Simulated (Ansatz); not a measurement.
Basis-set series for CH9NOSi2, SMILES `C[SiH](N)[SiH2]O`. Charge 0, multiplicity 1. The structure was optimised at the PBE0-D4/def2-TZVP level. It is one conformer, not always the lowest.

```csv
functional,basis,functions,energy (Eh),HOMO (eV),LUMO (eV)
PBE0-D4,def2-SVP,123,-751.80598,-7.13,0.24
PBE0-D4,def2-TZVPP,303,-752.22616,-7.24,-0.26
ωB97M-V,def2-SVP,123,-752.10649,-9.22,2.06
ωB97M-V,def2-TZVPP,303,-752.53599,-9.36,1.35
```

(1) Give the rows for def2-QZVPP. (Best estimate.)

## Answers

(1) Ansatz gave: 
```
functional       basis  functions  energy (Eh)  HOMO (eV)  LUMO (eV)
   PBE0-D4  def2-QZVPP        581   -752.25650      -7.27      -0.41
   ωB97M-V  def2-QZVPP        581   -752.56460      -9.38       1.04
```

Positive LUMOs are unbound and depend on the basis.
